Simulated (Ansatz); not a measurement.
Cost and result for the atomization energy of `CC1=CC(C)=[O+][Al-]([Cl])([Cl])[O]1` (17 atoms, 17 bonds).

Cartesian coordinates in Å:
```
C -0.8668 2.5076 -0.2766
C -0.6434 1.0397 -0.1818
C 0.6125 0.5254 0.1366
C 0.8750 -0.8398 0.2389
C 2.2357 -1.3330 0.5836
O -0.0051 -1.7473 0.0505
Al -1.7298 -1.4838 -0.3860
Cl -2.9790 -2.1454 1.1675
Cl -2.1052 -2.2194 -2.3176
O -1.6700 0.3134 -0.4107
H -1.2235 2.7467 -1.2816
H 0.0330 3.0798 -0.0607
H -1.6613 2.7911 0.4180
H 1.4213 1.2185 0.3140
H 2.9452 -0.5225 0.7364
H 2.5888 -1.9867 -0.2179
H 2.1726 -1.9443 1.4873
```

Total charge 0; spin multiplicity 1. Geometry: relaxed with PBE0-D4/def2-TZVP. Program: Ansatz. All runs use 4 threads of an AMD EPYC 7R13 on a shared host and a share of an NVIDIA H100 80 GB. Times are those of one run each, without the atoms' runs, and a repeat can differ threefold. Electronic energies, without spin–orbit coupling; frozen cores. CCSD(T)/CBS adds CCSD(T) − MP2 in def2-TZVPP to the MP2 limit, and its time is that of the two runs behind it. T1 = 0.015. HSE06 is the plane-wave form, built on full-range PBE exchange.

CCSD(T)/CBS is a level of theory with its own doubt, some kJ/mol a heavy atom from the limit and from the frozen cores, so smaller differences don't rank the functionals.

```tsv
level	functions	wall time	atomization (kcal/mol)	difference from CCSD(T)/CBS	per bond
r2SCANh-D4/def2-TZVPP	441	3.2 s	1781.1	6.4	0.4
CAM-B3LYP-D4/def2-TZVPP	441	3.3 s	1781.5	6.8	0.4
LDA (SPW92)/def2-TZVPP	441	3.4 s	2048.0	273.3	16.1
revPBE-D4/def2-TZVPP	441	3.6 s	1778.6	3.9	0.2
r2SCAN-D4/def2-TZVPP (with forces)	441	3.9 s	1794.2	19.5	1.1
HSE06-D4/def2-TZVPP	441	4.2 s	1792.9	18.2	1.1
CCSD(T)/def2-SVP	187	4.7 s	1696.7	-78.0	-4.6
B2PLYP/def2-TZVPP	441	4.7 s	1756.9	-17.8	-1.0
PBE-QIDH/def2-TZVPP	441	5.5 s	1776.9	2.2	0.1
ωB97M-V/def2-TZVPP (with forces)	441	6 s	1783.5	8.8	0.5
MP2/def2-QZVPP	819	8 s	1807.0	32.3	1.9
CCSD(T)/def2-TZVPP	441	36 s	1728.7	-46.0	-2.7
CCSD(T)/CBS(def2)	–	44 s	1774.7	0.0	0.0
```

From PBE to PBE0 (25 % exact exchange), in def2-TZVPP and without D4, the atomization energy moves by −33.4 kcal/mol: exact exchange takes away binding that semilocal exchange gives to molecules. In def2-TZVPP, CCSD(T) changes the Hartree–Fock value by +414.1 kcal/mol (the triples alone add +31.7 kcal/mol) and MP2 by +465.2 kcal/mol; breaking electron pairs costs correlation energy, which Hartree–Fock lacks. The D4 term adds +20.2 kcal/mol with B3LYP and +10.9 kcal/mol with PBE0; it sums over pairs of atoms, weighted by their polarisabilities, and B3LYP, whose exchange is more repulsive, gets the larger term.

B3LYP here is the variant with VWN-RPA as its local correlation; programs differ in this.
